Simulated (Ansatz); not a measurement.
Molecule: PbH₃, net charge 0, doublet state. 
Coordinates optimised at B3LYP-D3(BJ)/def2-TZVP (Ansatz, an electronic-structure program):
```
Pb
H 1 1.7959
H 1 1.7959 2 108.31
H 1 1.7959 2 108.31 3 -117.26
```
Charge 0, spin multiplicity 2.

Basis-set convergence of Hartree-Fock and MP2 correlation energies (hartree) with Ansatz. Valence correlation only, unless marked. UHF or UKS for open shells. No spin-orbit coupling. The frozen core is the preceding noble-gas configuration, with the filled d and f shells of earlier blocks. In def2 rows, elements after Kr have scalar-relativistic effective core potentials.

```
basis       functions       E(HF)  E(corr, MP2)
----------  ---------  ----------  ------------
def2-SVP           41  -193.48496      -0.07997
def2-TZVPP         92  -193.49421      -0.10096
def2-QZVPP        172  -193.49585      -0.10788
```

Extrapolating the two largest sets (X = 3 and 4) as X^-3: E(corr) = (64·(-0.10788) - 27·(-0.10096))/37 = -0.1129 Eh, an estimate of the basis-set limit. The largest set recovers 95.5 % of it, the smallest 70.8 %.
